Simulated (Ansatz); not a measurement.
Geometry optimisation, UKS PBE0-D4/STO-3G in Ansatz 0.2.0.

Input file:

```yaml
crystal:
  periodic: [false, false, false]
  atoms:
    - { symbol: Al, position_ang: [-1.534, 1.4166, -0.3274] }
    - { symbol: B, position_ang: [-0.0956, 0.0694, -0.0223] }
    - { symbol: Si, position_ang: [0.0833, -0.7368, 1.7136] }
    - { symbol: Si, position_ang: [1.1707, -0.4077, -1.4761] }
    - { symbol: H, position_ang: [-1.751, 2.1215, -1.7974] }
    - { symbol: H, position_ang: [-2.561, 1.8809, 0.855] }
    - { symbol: H, position_ang: [1.265, -1.6861, 1.7059] }
    - { symbol: H, position_ang: [-1.0829, -1.4306, 2.0769] }
    - { symbol: H, position_ang: [0.387, 0.3293, 2.7627] }
    - { symbol: H, position_ang: [1.8133, 0.7797, -1.9166] }
    - { symbol: H, position_ang: [0.2965, -0.9813, -2.556] }
    - { symbol: H, position_ang: [2.0856, -1.41, -0.9842] }
magnetization:
  spin_polarized: true
basis:
  gaussian: { orbitals: STO-3G }
hamiltonian:
  xc: pbe0
  dispersion: d4
relax:
  f_tol: 0.02
  max_steps: 40
output:
  orbitals: {}
```

Launched with:

```bash
$ ansatz run input.yaml --threads 1 --pin off --max-ram 2048MiB --backend cpu --events-out ev --progress --plain --runs-dir out
```

Task: Where does it end, and by what steps?

Result: It converged. The force dipped under the threshold on the way, but the program's further checks kept it going. Limits of this set-up: minimal basis. After 20 steps the energy has fallen by 1.032 eV; H5 moved furthest, 1.63 Å.

```csv
step,energy less start (eV),largest force component (eV/Å),accepted
0,0.0000,3.045,yes
1,-0.6001,1.410,yes
2,-0.7280,0.240,yes
3,-0.7411,0.167,yes
4,-0.7511,0.625,yes
5,-0.8093,0.344,yes
6,-0.8660,0.243,yes
7,-0.9125,0.304,yes
8,-0.9515,0.366,yes
9,-0.9949,0.166,yes
10,-1.0146,0.160,yes
11,-1.0255,0.037,yes
12,-1.0271,0.080,yes
13,-1.0276,0.091,yes
14,-1.0293,0.007,yes
15,-1.0302,0.044,yes
16,-1.0307,0.038,yes
17,-1.0313,0.027,yes
18,-1.0315,0.020,yes
19,-1.0316,0.013,yes
20,-1.0317,0.012,yes
```

```xyz
12
Properties=species:S:1:pos:R:3
Al -1.588 1.468 -0.342
B -0.134 0.126 -0.028
Si -0.086 -0.964 1.599
Si 1.300 -0.156 -1.333
H -2.823 1.095 -1.114
H -1.465 2.871 0.186
H 0.468 -2.285 1.406
H -1.372 -1.128 2.239
H 0.766 -0.284 2.552
H 1.547 0.979 -2.193
H 0.894 -1.247 -2.194
H 2.567 -0.531 -0.745
```

Whether the end is a true minimum wasn't checked by a vibrational analysis.

The run took 78 s on 1 thread of Intel(R) Xeon(R) Platinum 8488C (Sapphire Rapids) (shared host), peak memory 0.16 GiB.
